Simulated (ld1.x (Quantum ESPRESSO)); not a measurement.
Sr (Z = 38), ultrasoft: configuration errors across variants

```
Element                 : strontium (Sr)
Generator               : ld1.x (Quantum ESPRESSO) 7.5
Type                    : ultrasoft
Functional              : PBE
Relativity              : scalar-relativistic
Frozen core             : [Ar] 3d10
Valence charge          : 10
Reference configuration : 4s2 4p6 4d0 5s1 5p0 (charge +1)
Partial waves           : 4s (bound): rcut 1.75, rcutus 2.15 bohr; 5s (bound): rcut 1.75, rcutus 2.15 bohr; 4p (bound): rcut 2.05, rcutus 2.35 bohr; 5p (bound, empty): rcut 2.05, rcutus 2.35 bohr; 4d (bound, empty): rcut 2.50, rcutus 2.90 bohr; 4d channel at 0.25 Ry: rcut 2.50, rcutus 2.90 bohr
Local potential         : all-electron potential smoothed inside 2.25 bohr (lloc = -1)
Core correction         : a·sin(br)/r model core, default radius (core density twice the valence density)
Augmentation charge     : PSQ, inside the norm-conserving radii
```

All-electron excitation energies from the reference (eV): (1) 4s2 4p6 4d0 5s2 5p0 -5.885; (2) 4s2 4p6 4d0 5s0 5p0 11.007; (3) 4s2 4p6 4d0 5s1.5 5p0 -3.546.

The overlap operator is not positive definite (basis up to 400 Ry) in “base”, “waves 4s (bound): rcut 1.32, rcutus 1.40 bohr; 5s (bound): rcut 1.32, rcutus 1.40 bohr”, “waves 4s (bound): rcut 1.50, rcutus 1.58 bohr; 5s (bound): rcut 1.50, rcutus 1.58 bohr”, “waves 4s (bound): rcut 1.75, rcutus 2.06 bohr; 5s (bound): rcut 1.75, rcutus 2.06 bohr”, “waves 4s (bound): rcut 1.75, rcutus 2.20 bohr; 5s (bound): rcut 1.75, rcutus 2.20 bohr”, “waves 4s (bound): rcut 1.75, rcutus 2.98 bohr; 5s (bound): rcut 1.75, rcutus 2.98 bohr”, “waves 4s (bound): rcut 1.75, rcutus 3.18 bohr; 5s (bound): rcut 1.75, rcutus 3.18 bohr”. Such files are unfit for use, however small their errors in these radial tests.

3 further variants failed, have other tests or too few solved ones, and are left out.

Errors AE − PS in meV (a dash: test not solved or not reliable):

| change | (1) | (2) | (3) | bound ghosts |
| --- | --- | --- | --- | --- |
| base | +0.1 | -2.0 | +0.1 | not determined (overlap not positive) |
| waves 4s (bound): rcut 1.32, rcutus 1.40 bohr; 5s (bound): rcut 1.32, rcutus 1.40 bohr | +0.1 | -1.7 | +0.2 | not determined (overlap not positive) |
| waves 4s (bound): rcut 1.50, rcutus 1.58 bohr; 5s (bound): rcut 1.50, rcutus 1.58 bohr | +0.1 | -1.7 | +0.1 | not determined (overlap not positive) |
| waves 4s (bound): rcut 1.75, rcutus 2.06 bohr; 5s (bound): rcut 1.75, rcutus 2.06 bohr | 0.0 | -3.0 | +0.1 | not determined (overlap not positive) |
| waves 4s (bound): rcut 1.75, rcutus 2.20 bohr; 5s (bound): rcut 1.75, rcutus 2.20 bohr | -0.1 | -2.0 | +0.1 | not determined (overlap not positive) |
| waves 4s (bound): rcut 1.75, rcutus 2.98 bohr; 5s (bound): rcut 1.75, rcutus 2.98 bohr | – | – | – | not determined (overlap not positive) |
| waves 4s (bound): rcut 1.75, rcutus 3.18 bohr; 5s (bound): rcut 1.75, rcutus 3.18 bohr | – | – | – | not determined (overlap not positive) |

(1) Give the same row for: waves 4s (bound): rcut 1.72, rcutus 1.82 bohr; 5s (bound): rcut 1.72, rcutus 1.82 bohr.

## Answers

(1) +0.1, -2.5, +0.1; bound ghosts: not determined (overlap not positive). Its overlap operator is not positive definite in a basis up to 400 Ry (lowest eigenvalue p -24.88), so the file is unfit for use: the generalised eigenproblem breaks down once the basis is large enough, and its test numbers describe a broken file.
